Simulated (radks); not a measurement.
Ga XXI, 11 electrons, occupied as [Ne] 3s1 (the NIST ground configuration). Calculated with a radial shooting solver on a logarithmic mesh with Libxc functionals: Dirac Kohn-Sham, PBEsol, spin-unpolarised, spherical densities, finite nucleus; Fermi nuclear charge, rms radius 3.9973 fm.

Normalised radial functions P(r) = r R(r) (large component), r in bohr:

| r | 1s1/2 | 2p1/2 | 2p3/2 |
|---|---|---|---|
| 0.002254 | 0.7640 | 0.0074 | 0.0045 |
| 0.00282 | 0.9337 | 0.0106 | 0.0069 |
| 0.003528 | 1.1362 | 0.0153 | 0.0107 |
| 0.004378 | 1.3658 | 0.0219 | 0.0162 |
| 0.005477 | 1.6420 | 0.0321 | 0.0248 |
| 0.006853 | 1.9572 | 0.0470 | 0.0379 |
| 0.008505 | 2.2952 | 0.0681 | 0.0568 |
| 0.01064 | 2.6726 | 0.1000 | 0.0858 |
| 0.01321 | 3.0472 | 0.1442 | 0.1267 |
| 0.01652 | 3.4218 | 0.2096 | 0.1880 |
| 0.02067 | 3.7458 | 0.3019 | 0.2756 |
| 0.02565 | 3.9665 | 0.4241 | 0.3927 |
| 0.03209 | 4.0494 | 0.5934 | 0.5566 |
| 0.03983 | 3.9445 | 0.8040 | 0.7622 |
| 0.04983 | 3.6168 | 1.0727 | 1.0270 |
| 0.06234 | 3.0762 | 1.3834 | 1.3363 |
| 0.07737 | 2.4092 | 1.6992 | 1.6544 |
| 0.0968 | 1.6694 | 1.9991 | 1.9615 |
| 0.1211 | 1.0026 | 2.2077 | 2.1824 |
| 0.1503 | 0.5184 | 2.2571 | 2.2476 |
| 0.188 | 0.2108 | 2.1039 | 2.1114 |
| 0.2334 | 0.0684 | 1.7616 | 1.7820 |
| 0.292 | 0.0153 | 1.2739 | 1.3004 |
| 0.3653 | 0.0022 | 0.7727 | 0.7968 |
| 0.4533 | 0.0002 | 0.3883 | 0.4049 |
| 0.5672 | 0.0000 | 0.1459 | 0.1542 |
| 0.7096 | 0.0000 | 0.0391 | 0.0419 |
| 0.8806 | 0.0000 | 0.0073 | 0.0080 |
| 1.102 | 0.0000 | 0.0008 | 0.0009 |
| 1.367 | 0.0000 | 0.0000 | 0.0001 |
| 1.711 | 0.0000 | 0.0000 | 0.0000 |

1s1/2: eigenvalue -11056.0 eV, 0 radial nodes, <r> = 0.0486 bohr, 90 % of the charge inside 0.0868 bohr. 2p1/2: eigenvalue -1920.6 eV, 0 radial nodes, <r> = 0.185 bohr, 90 % of the charge inside 0.301 bohr. 2p3/2: eigenvalue -1892.0 eV, 0 radial nodes, <r> = 0.188 bohr, 90 % of the charge inside 0.305 bohr.
